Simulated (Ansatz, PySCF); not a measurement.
BiI3, SMILES [I][Bi]([I])[I].

Coordinates come from a B3LYP-D3(BJ)/def2-SVP optimisation. The isomer is the one that the SMILES or the coordinates give; other isomers of the formula were not compared. The def2 effective core potentials stand for the cores of Bi, I; spin–orbit coupling is left out.

Vertical ionisation energy (IE) and electron affinity (EA) in eV. Rows of orbital energies are one-electron estimates. Where ΔSCF, EOM or ADC give a negative EA the extra electron is unbound and the value depends on the basis.

```tsv
level	IE	EA
−ε(HOMO), −ε(LUMO), HF/def2-TZVP (PySCF)	9.70	0.51
−ε(HOMO), −ε(LUMO), PBE/def2-TZVP (PySCF)	6.48	3.79
ΔSCF, PBE/def2-SVPD (Ansatz), final states of multiplicity 2 and 2	8.75	1.81
```

Task: What vertical singlet–triplet gap does ΔSCF give with PBE/def2-SVPD (Ansatz, an electronic-structure program)? (The exact figures need the calculation; the answer reports its results.)

Result: 2.73 eV (triplet above singlet where positive).
